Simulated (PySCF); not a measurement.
Species: C4H12AlF2N.
Structure used (PBE0-D3(BJ)/def2-SVP), in Å, numbered top down from 1:
```xyz
20
C4H12AlF2N angstrom
C     -1.383   -0.147    0.675
N     -0.511    0.189   -0.462
C     -0.017    1.569   -0.340
C     -1.238    0.020   -1.727
Al     1.093   -1.101   -0.494
C      1.998   -0.720    1.288
F      2.413    0.596    1.377
F      1.140   -0.915    2.356
H     -1.743   -1.179    0.562
H     -0.811   -0.081    1.608
H     -2.248    0.538    0.713
H      0.648    1.793   -1.185
H     -0.860    2.282   -0.341
H      0.559    1.673    0.588
H     -1.575   -1.022   -1.820
H     -2.114    0.690   -1.765
H     -0.569    0.249   -2.568
H      0.355   -2.522   -0.565
H      1.903   -0.561   -1.769
H      2.894   -1.331    1.513
```

Computed, not measured: TDDFT B3LYP/def2-SVPD, vertical, gas phase, core orbitals frozen in the response (PySCF 2.14.0, density-fitted response routines).

Ground-to-excited transition dipoles (e·a0, same axes as the geometry; the sign carries no meaning), for the states with f of 0.002 or more among the lowest 7:

```csv
state,E (hartree),μx,μy,μz
S1,0.2243,0.227,-0.041,0.227
S2,0.2411,0.098,-0.134,-0.074
S3,0.2428,0.182,0.238,-0.147
S4,0.2553,-0.444,0.101,-0.381
S5,0.2582,-0.104,-0.169,0.135
S6,0.2610,0.184,0.231,-0.131
S7,0.2694,-0.088,0.281,0.331
```

(1) What oscillator strength does each state have?

(2) What angle do the transition dipoles of S1 and S6 make?

(3) What peak molar absorption coefficient would the strongest computed level give as a lone Gaussian band 0.3 eV wide at half height?

## Answers

(1) f = (2/3) ΔE |μ|² with ΔE in hartree (27.2114 eV).

| state | \|μ\|² (au) | \|μ\| (D) | f |
| --- | --- | --- | --- |
| S1 | 0.105 | 0.82 | 0.016 |
| S2 | 0.033 | 0.46 | 0.005 |
| S3 | 0.112 | 0.85 | 0.018 |
| S4 | 0.353 | 1.51 | 0.060 |
| S5 | 0.057 | 0.61 | 0.010 |
| S6 | 0.104 | 0.82 | 0.018 |
| S7 | 0.196 | 1.13 | 0.035 |

(2) |cos θ| = |μa·μb| / (|μa| |μb|) = 0.03, so θ ≈ 89° (taken between 0 and 90°, since the signs are arbitrary).

(3) ε(max) = 2.175×10⁸ f / FWHM, with the width in cm⁻¹. S4: 2.175×10⁸ × 0.0600 / 2420 ≈ 5400 L mol⁻¹ cm⁻¹.

The vertical ionisation energy (ΔSCF) is 9.31 eV, 1.98 eV above S7.

One conformer stands for the species.
